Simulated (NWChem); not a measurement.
# SiBrF, singlet; SMILES F[Si]Br

Computed with NWChem. Low-valent species are run as closed-shell singlets; no triplet was tried in these runs. The geometry was optimised at PBE0/def2-SVP. Ions are spin-unrestricted doublets at the neutral geometry; other ion states weren't tried.

For level CAM-B3LYP/def2-SVP:

```yaml
vertical ionisation energy, ΔSCF (eV): 10.24
"−ε(HOMO) (eV)": 9.01
```

Problem. How do the values read with level PBE/def2-SVP instead?

Solution. The vertical ionisation energy, ΔSCF (eV) is 9.95 and the −ε(HOMO) (eV) comes out as 6.64.
